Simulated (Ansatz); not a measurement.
Mulliken charges of `C[O][Ge]([OH])[Cl]` radical from r2SCAN/def2-TZVPP in Ansatz (PBE0-D4/def2-TZVP geometry).

```json
{"atom": "C1", "x (Å)": "-1.491", "y (Å)": "-0.074", "z (Å)": "-0.219", "charge (e)": "0.016"}
{"atom": "O2", "x (Å)": "-0.171", "y (Å)": "-0.579", "z (Å)": "-0.187", "charge (e)": "-0.397"}
{"atom": "Ge3", "x (Å)": "1.098", "y (Å)": "0.133", "z (Å)": "0.830", "charge (e)": "0.687"}
{"atom": "O4", "x (Å)": "2.580", "y (Å)": "-0.575", "z (Å)": "0.176", "charge (e)": "-0.405"}
{"atom": "Cl5", "x (Å)": "1.162", "y (Å)": "2.282", "z (Å)": "0.514", "charge (e)": "-0.300"}
{"atom": "H6", "x (Å)": "-2.049", "y (Å)": "-0.352", "z (Å)": "0.681", "charge (e)": "0.063"}
{"atom": "H7", "x (Å)": "-1.988", "y (Å)": "-0.518", "z (Å)": "-1.084", "charge (e)": "0.066"}
{"atom": "H8", "x (Å)": "-1.508", "y (Å)": "1.015", "z (Å)": "-0.327", "charge (e)": "0.069"}
{"atom": "H9", "x (Å)": "2.368", "y (Å)": "-1.331", "z (Å)": "-0.384", "charge (e)": "0.202"}
```

**Question.** By hand: the dipole of these point charges (1 e Å = 4.8032 D).

**Answer.** Σ q r = (-0.481, -0.387, 0.287) e Å, of length 0.681 e Å = 3.27 D.

**Question.** How does the dipole of the full density compare? (Best estimate.)

**Answer.** Ansatz gave: (-0.403, -0.324, -0.001) e Å, 2.48 D; the point charges give 1.32 times that, at 25° from its direction.

Point charges leave out the atoms' own dipoles, such as those of lone pairs, and Mulliken's split depends on the basis, so the two needn't agree.
